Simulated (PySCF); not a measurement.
Bonds (- single, = double, # triple, : aromatic): C1=C2, C2-C3, C3-C4, C4-Si5, Si5-Cl6, Si5-C7, C7-C8, C8-O9, O9-C3. C1 carries H10, H11; C2 carries H12; C3 carries H13; C4 carries H14, H15; Si5 carries H16; C7 carries H17, H18; C8 carries H19, H20. Stereochemistry as in C=C[C@@H]1C[Si@@H](Cl)CCO1. H15, H18, H20 are cis to C2 on the ring; H11 is cis to C3; H14, H17, H19 are trans to C2 on the ring; H10 is trans to C3.

Relativity neglected, one conformer, no solvent model. Shielding tensors at PBE/pcSseg-1 (GIAO); coordinates at the PBE0-D3(BJ)/def2-SVP level; PySCF 2.14.0 with density-fitted response routines.

List the cross peaks expected in HSQC, COSY and HMBC spectra.

## Answers



HSQC (one-bond C–H):
```tsv
δH	δC
6.05 (H12)	150.1 (C2)
5.28 (H11)	118.0 (C1)
5.11 (H10)	118.0 (C1)
4.34 (H20)	69.0 (C8)
3.90 (H13)	83.9 (C3)
3.86 (H19)	69.0 (C8)
0.99 (H18)	18.6 (C7)
0.87 (H15)	26.7 (C4)
0.79 (H14)	26.7 (C4)
0.66 (H17)	18.6 (C7)
```

COSY cross peaks (H two or three bonds apart, from the bond graph; peaks can be absent where the dihedral angle is near 90°):
```tsv
δH	δH
6.05 (H12)	5.28 (H11)
6.05 (H12)	5.11 (H10)
6.05 (H12)	3.90 (H13)
5.50 (H16)	0.99 (H18)
5.50 (H16)	0.87 (H15)
5.50 (H16)	0.79 (H14)
5.50 (H16)	0.66 (H17)
5.28 (H11)	5.11 (H10)
4.34 (H20)	3.86 (H19)
4.34 (H20)	0.99 (H18)
4.34 (H20)	0.66 (H17)
3.90 (H13)	0.87 (H15)
3.90 (H13)	0.79 (H14)
3.86 (H19)	0.99 (H18)
3.86 (H19)	0.66 (H17)
0.99 (H18)	0.66 (H17)
0.87 (H15)	0.79 (H14)
```

HMBC (two and three bonds, from the bond graph):
```tsv
δH	δC
6.05 (H12)	118.0 (C1), 83.9 (C3), 26.7 (C4)
5.50 (H16)	83.9 (C3), 69.0 (C8), 26.7 (C4), 18.6 (C7)
5.28 (H11)	150.1 (C2), 83.9 (C3)
5.11 (H10)	150.1 (C2), 83.9 (C3)
4.34 (H20)	83.9 (C3), 18.6 (C7)
3.90 (H13)	150.1 (C2), 118.0 (C1), 69.0 (C8), 26.7 (C4)
3.86 (H19)	83.9 (C3), 18.6 (C7)
0.99 (H18)	69.0 (C8), 26.7 (C4)
0.87 (H15)	150.1 (C2), 83.9 (C3), 18.6 (C7)
0.79 (H14)	150.1 (C2), 83.9 (C3), 18.6 (C7)
0.66 (H17)	69.0 (C8), 26.7 (C4)
```

Scale: 1H (σ = 31.20 ppm) and 13C (σ = 180.03 ppm) vs TMS (reference shieldings calculated alike).

Short H···H contacts in this conformer between protons four or more bonds apart (candidates for NOE cross peaks, intensity ∝ r⁻⁶): H13···H19 2.27 Å, H11···H13 2.43 Å, H12···H15 2.70 Å.

Shifts are as computed. Against solution values, carbons near 30 ppm lie about +2 ppm off and those near 130 ppm about +2 ppm. Of 1309 compounds with measured shifts, 239 miss one by over three times the rms of a fit or turn the order of signals round; such compounds aren't used in these exercises.
